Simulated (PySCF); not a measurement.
SMILES [Ga]([Br])([OH])[F] at its CAM-B3LYP/def2-SVP optimised geometry (Å):

```
5

Ga    -0.1775    -0.0114     0.0000
F     -1.0392     1.4994     0.0000
Br     2.0685    -0.0114     0.0000
O     -1.1118    -1.4994     0.0055
H     -2.0685    -1.3691     0.0050
```

Calculation: CAM-B3LYP/def2-TZVP run with PySCF.

Map of the electron localisation function on the plane z = 1.0 Å:

```
|                               |
|                               |
|                               |
|                               |
|                               |
|                               |
|           ...                 |
|         .:--:.                |
|        .:=++=:.     ...       |
|        :=+**+-.    :-=-:.     |
|       .:=***+-.   :=***+-:    |
|        :-+*+=:.  .=*%%%#+-.   |
|        .:-==:.. .-*#@@@%#+:   |
|          .......:+#%@@@@%*-.  |
|            .....-*#@@@@@%*-.  |
|            .....-*%@@@@@%*-.  |
|          .::....-*%@@@@@%*-.  |
|        ..-==:...:+#%@@@@%*-.  |
|      ..:-=**+:...-*%@@@%#+:   |
|      :--=+#%*-.  .=*%%%#*-.   |
|      ::-=*%%#=.   :=***+=:    |
|      ..:=*%%#+.    :-==-.     |
|        .-+#%#=.     ....      |
|         :=**+-.               |
|         .:==-:                |
|          ..:.                 |
|                               |
|                               |
|                               |
|                               |
|                               |
```
Scale: ten equal steps from 0.000 (start of ' ') to 0.855 (end of '@'), in the order ' .:-=+*#%@'; x runs from -4.50 to 4.50, y from -4.50 (bottom) to 4.50 (top).
